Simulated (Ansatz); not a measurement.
Basis-set extrapolation for C3H9B2N (`CN1BCBC1`) (PBE0-D4/def2-TZVP geometry, frozen core, the Gaussian-basis code of Ansatz). Multiplicity 1, RHF reference.

|  | def2-TZVPP | def2-QZVPP |
| --- | --- | --- |
| HF | -222.771438 | -222.781883 |
| MP2 correlation | -0.916362 | -0.975371 |
| CCSD(T) correlation | -1.011079 | not run |

Energies in hartree. Use E(X) = E(∞) + A·exp(−7.88·√X) for Hartree–Fock and E(X) = E(∞) + B·X^(−2.97) for correlation, with X = 3 and 4, and add CCSD(T) minus MP2 of the smaller set to the MP2 limit.

Problem. What is the CCSD(T) energy at the basis-set limit?

Solution. HF limit: -222.781883 + (-0.010445) × 0.13774 = -222.78332. MP2 limit: -0.975371 + (-0.059009) × 0.74074 = -1.01908. Higher-order term: -1.011079 − (-0.916362) = -0.09472. Total: -223.89712 hartree, 71.9 kcal/mol below CCSD(T)/def2-TZVPP.
